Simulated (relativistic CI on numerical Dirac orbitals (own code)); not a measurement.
**Magnetism of Mo²⁺, 4d4, in a crystal field**

Calculated by Dirac-Coulomb-Breit CI, KLI orbitals optimised for each configuration, a model potential for QED, valence Slater integrals scaled by 0.75, one configuration in a parametric crystal field (own radial code).

Field parameters in Wybourne normalisation: D4h B²₀ = −7Ds, B⁴₀ = 21(Dq − Dt), B⁴₄ = 21√(5/14) Dq. The field is a parameter set, without covalency.

S is read from ⟨S²⟩ = S(S + 1).

Powder χT (cm³ K mol⁻¹) by Van Vleck's formula, with temperature-independent terms:

```tsv
Field	2 K	5 K	10 K	20 K	50 K	100 K	200 K	300 K
D4h, 10Dq = 21300, Ds = -1500, Dt = 500 cm⁻¹	0.0358	0.0895	0.179	0.358	0.739	0.918	0.991	1.02
D4h, 10Dq = 21300, Ds = -1090, Dt = 500 cm⁻¹	0.0346	0.0866	0.173	0.346	0.732	0.925	1	1.04
D4h, 10Dq = 21300, Ds = -680, Dt = 500 cm⁻¹	0.0329	0.0822	0.164	0.329	0.718	0.934	1.02	1.06
D4h, 10Dq = 21300, Ds = -270, Dt = 500 cm⁻¹	0.0301	0.0753	0.151	0.301	0.688	0.945	1.06	1.1
D4h, 10Dq = 21300, Ds = 140, Dt = 500 cm⁻¹	0.0253	0.0632	0.126	0.253	0.612	0.946	1.12	1.18
D4h, 10Dq = 21300, Ds = 550, Dt = 500 cm⁻¹	0.0171	0.0426	0.0853	0.171	0.426	0.815	1.24	1.4
D4h, 10Dq = 21300, Ds = 950, Dt = 500 cm⁻¹	0.0164	0.0411	0.0821	0.164	0.41	0.799	1.32	1.55
D4h, 10Dq = 21300, Ds = 1360, Dt = 500 cm⁻¹	0.0237	0.0593	0.119	0.237	0.584	1.01	1.4	1.55
```

Task: For D4h, 10Dq = 21300, Ds = 550, Dt = 500 cm⁻¹: what effective moment follows at 300 K?

Result: μ_eff = √(8χT) = 3.34 μB. The ground level has S = 1.03; the spin-only moment for S = 1 is 2.83 μB. The difference comes from the orbital moment, spin-orbit mixing of terms and temperature-independent paramagnetism, all larger in this ionic model than in covalent complexes. The ground level is a non-magnetic singlet, so χT starts at zero and rises through temperature-independent paramagnetism and the filling of excited levels.
